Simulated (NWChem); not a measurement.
System: CBF$_{5}$; SMILES FC(F)(B(F)F)F

```xyz
7

B      0.0071    -0.9735     0.0034
C      0.0092     0.6384     0.0037
F     -0.5126     1.0996    -1.1410
F      1.2357     1.1443     0.1258
F     -0.7328     1.1133     1.0106
F      1.1297    -1.6402    -0.0005
F     -1.1323    -1.6129    -0.0001
```
Atoms are numbered in this order, from 1.

Computed with NWChem. Pople sets run with spherical d functions. Coordinates come from a PBE0/def2-SVP optimisation. Atomic charges in e: unrestrained fits to the electrostatic potential beside Mulliken populations; buried atoms are poorly determined by the fit.

Q: Estimate the computed values for Hartree-Fock/6-31G*. Quantities: ESP B1; Mulliken B1; ESP C2; Mulliken C2; ESP F3; Mulliken F3; ESP F4; Mulliken F4; ESP F5; Mulliken F5; relative RMS misfit of the potential (%).

A: 
| Item | Value |
|---|---|
| ESP B1 | 0.74 |
| Mulliken B1 | 0.90 |
| ESP C2 | 0.58 |
| Mulliken C2 | 1.05 |
| ESP F3 | -0.24 |
| Mulliken F3 | -0.42 |
| ESP F4 | -0.24 |
| Mulliken F4 | -0.41 |
| ESP F5 | -0.24 |
| Mulliken F5 | -0.42 |
| relative RMS misfit of the potential (%) | 24 |
